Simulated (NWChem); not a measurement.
BiBr3; SMILES [Br][Bi]([Br])[Br]

No frequency run checked for a minimum. def2 effective core potentials on Bi; no spin-orbit coupling.

Give the equilibrium geometry at PBE0/def2-SVP with def2 effective core potentials on Bi (NWChem) as a list of bonds and angles, with the point group.

point group C3v; any orientation.
Bonded distances (Å): Bi1–Br2 2.609, Bi1–Br3 2.609, Bi1–Br4 2.609. Angles (°): Br2–Bi1–Br3 99.7, Br2–Bi1–Br4 99.7, Br3–Bi1–Br4 99.7.
